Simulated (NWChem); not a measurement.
## Correlation energy of GeS

```xyz
2

Ge     0.0000     0.0000     0.6727
S      0.0000     0.0000    -1.3454
```
Charge 0, spin multiplicity 1.

The numbers come from NWChem runs, not from measurements. Structure: optimised with PBE0/def2-SVP, a minimum by its harmonic frequencies.

Basis set: 3-21G. Each correlation energy counts from its own Hartree-Fock reference.

The Hamiltonian is non-relativistic. The correlated methods keep 14 core orbitals frozen. The structure started from a generated list of species. Coupled-cluster values serve here as a point of comparison, not as the truth.

### Question
One of these methods gave a correlation energy of -105.9 mHa. Which?
A. CR-CCSD(T)
B. MP2
C. CR-CCSD[T]
D. SCS-MP2

### Answer
D, SCS-MP2. The others give -108.1 (MP2), -121.0 (CR-CCSD(T)), -122.8 (CR-CCSD[T]).
